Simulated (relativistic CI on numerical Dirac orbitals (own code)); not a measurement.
# Mg: what numerical and physical settings do to a radial Dirac CI calculation

Reference input:

```
atom Mg  Z=12  charge=0  electrons=12
nucleus A=24  rms_radius_fm=3.0570
hamiltonian dirac-coulomb  breit=on  qed=on  c_scale=1
orbitals kli  potential=per-configuration
slater_scale 1
correlation none
mixing on
grid step=0.0125 r_max=102.8
scf mixing=0.4 start=green max_iterations=150 tolerance=2e-08 node_fill=0.05
configurations
  [Ne] 3s2
end
```

Computed lowest total energy -199.87878 Ha, 11 SCF steps. Runs with settings changed; * marks those that are bad on purpose (the QED terms keep the true α when c is scaled):

```csv
Changed,Outcome,Lowest level,ΔE (Ha),First excitation (cm⁻¹),SCF steps,Message
speed of light × 2,converged,3s² ¹S0,0.215,,11,
"SCF mixing 0.9, nuclear radius 2.7513 fm",converged,3s² ¹S0,3.4e-06,,9,
"Slater scale 0.5, end of the grid at 71.96 bohr, start potential thomas-fermi",converged,3s² ¹S0,-3.43e-10,,10,
"Breit term off, QED terms off",converged,3s² ¹S0,-0.0524,,11,
SCF mixing 1.3 *,converged,3s² ¹S0,-3.13e-12,,11,
charge 2 *,refused,,,,0,"configuration [Ne] 3s2 has 12 electrons, the ion has 10"
```

With so few configurations and no correlation, terms lie too far apart (by 10 to 50 % near neutrality), their order can be wrong, and levels of other configurations are missing.
